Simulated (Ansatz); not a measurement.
`C[O][Al]([OH])[Cl]` + `NB(F)S` → `CNB(F)S` + `[OH][Al]([OH])[Cl]`  (substitution at a C–O bond)

Calculated with Ansatz (gas phase, PBE0-D4/def2-TZVP geometries, no zero-point term in ΔE). CCSD(T)/CBS adds triple-zeta CCSD(T) − MP2 to the extrapolated MP2 energy (def2 sets, frozen cores). This one scheme is used for every species. DFT in def2-TZVPP. One conformer a species, not always the lowest.

| species | PBE0-D4 energy (Eh) |
| --- | --- |
| `C[O][Al]([OH])[Cl]` | -893.40227 |
| `NB(F)S` | -579.34324 |
| `CNB(F)S` | -618.61234 |
| `[OH][Al]([OH])[Cl]` | -854.14321 |

Problem. Work out ΔE.

Solution. ΔE = (-618.61234) + (-854.14321) − (-893.40227) − (-579.34324) = -0.01004 Eh = -0.27 eV. CCSD(T)/CBS gives -0.30 eV.

Largest T1 diagnostic among the species: 0.012.

In def2-TZVPP, CCSD(T) changes the Hartree–Fock value by −0.11 eV (the triples alone add −0.01 eV) and MP2 by −0.14 eV.
